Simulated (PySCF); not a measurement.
Computed IR spectrum (relative IR intensity) of a molecule C4H7F. Coordinates come from a B3LYP-D3(BJ)/def2-SVP optimisation. The values are those of a single conformer. Level of theory: B3LYP-D3(BJ)/def2-SVP (PySCF). Harmonic, unscaled wavenumbers; measured fundamentals usually lie a few per cent lower.

Lines under 2 % of the strongest are left out, and lines within 2 cm⁻¹ are merged.

```json
[
 {"ν (cm⁻¹)": "206", "relative intensity": "3.3"},
 {"ν (cm⁻¹)": "260", "relative intensity": "6.4"},
 {"ν (cm⁻¹)": "292", "relative intensity": "3.7"},
 {"ν (cm⁻¹)": "519", "relative intensity": "9.7"},
 {"ν (cm⁻¹)": "674", "relative intensity": "2.8"},
 {"ν (cm⁻¹)": "777", "relative intensity": "47"},
 {"ν (cm⁻¹)": "805", "relative intensity": "14"},
 {"ν (cm⁻¹)": "887", "relative intensity": "8.1"},
 {"ν (cm⁻¹)": "1034", "relative intensity": "20"},
 {"ν (cm⁻¹)": "1044", "relative intensity": "95"},
 {"ν (cm⁻¹)": "1086", "relative intensity": "8.5"},
 {"ν (cm⁻¹)": "1163", "relative intensity": "49"},
 {"ν (cm⁻¹)": "1255", "relative intensity": "50"},
 {"ν (cm⁻¹)": "1287", "relative intensity": "20"},
 {"ν (cm⁻¹)": "1330", "relative intensity": "8.4"},
 {"ν (cm⁻¹)": "1413", "relative intensity": "29"},
 {"ν (cm⁻¹)": "1470", "relative intensity": "12"},
 {"ν (cm⁻¹)": "1481", "relative intensity": "6.7"},
 {"ν (cm⁻¹)": "1756", "relative intensity": "100"},
 {"ν (cm⁻¹)": "3021", "relative intensity": "44"},
 {"ν (cm⁻¹)": "3027", "relative intensity": "49"},
 {"ν (cm⁻¹)": "3110", "relative intensity": "59"},
 {"ν (cm⁻¹)": "3116", "relative intensity": "48"},
 {"ν (cm⁻¹)": "3164", "relative intensity": "6.3"},
 {"ν (cm⁻¹)": "3202", "relative intensity": "25"}
]
```

Q: Pick the molecule that these values belong to.
(A) C=C[C@H](C)F
(B) C/C=C(\C)F
(C) CC(C)=CF
(D) CC/C=C\F

A: D, CC/C=C\F
